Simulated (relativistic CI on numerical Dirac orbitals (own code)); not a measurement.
Ligand-field terms of d8

Computed with a parametric ligand-field model of a d^n configuration (Racah B and C, spin-orbit zeta, crystal field), exact diagonalisation.

Field parameters in Wybourne normalisation: Oh B⁴₀ = 21Dq, B⁴₄ = √(5/14) B⁴₀. The field is a parameter set, without covalency.

B = 950 cm⁻¹, C = 4030 cm⁻¹ (C/B = 4.24), Oh, no spin-orbit coupling. Tanabe-Sugano data, E/B above the lowest term (Δ = |10Dq|; b, c mark the second and third term of a kind):

| Δ/B | 3A2 | 3T2 | 3T1 | 1E | 1T2 | 1A1 |
| --- | --- | --- | --- | --- | --- | --- |
| 1.0 | 0.00 | 1.00 | 1.79 | 14.21 | 14.88 | 21.25 |
| 5.0 | 0.00 | 5.00 | 8.68 | 15.48 | 19.90 | 23.78 |
| 9.0 | 0.00 | 9.00 | 15.00 | 15.87 | 24.40 | 25.58 |
| 13.0 | 0.00 | 13.00 | 20.68 | 16.05 | 28.67 | 26.87 |
| 17.0 | 0.00 | 17.00 | 25.79 | 16.14 | 32.84 | 27.82 |
| 21.0 | 0.00 | 21.00 | 30.51 | 16.21 | 36.95 | 28.53 |
| 25.0 | 0.00 | 25.00 | 35.00 | 16.25 | 41.03 | 29.08 |
| 29.0 | 0.00 | 29.00 | 39.34 | 16.28 | 45.09 | 29.51 |
| 33.0 | 0.00 | 33.00 | 43.58 | 16.31 | 49.13 | 29.87 |
| 37.0 | 0.00 | 37.00 | 47.77 | 16.32 | 53.17 | 30.15 |
| 41.0 | 0.00 | 41.00 | 51.91 | 16.34 | 57.20 | 30.39 |
| 45.0 | 0.00 | 45.00 | 56.03 | 16.35 | 61.22 | 30.60 |

The ground term stays 3A2.
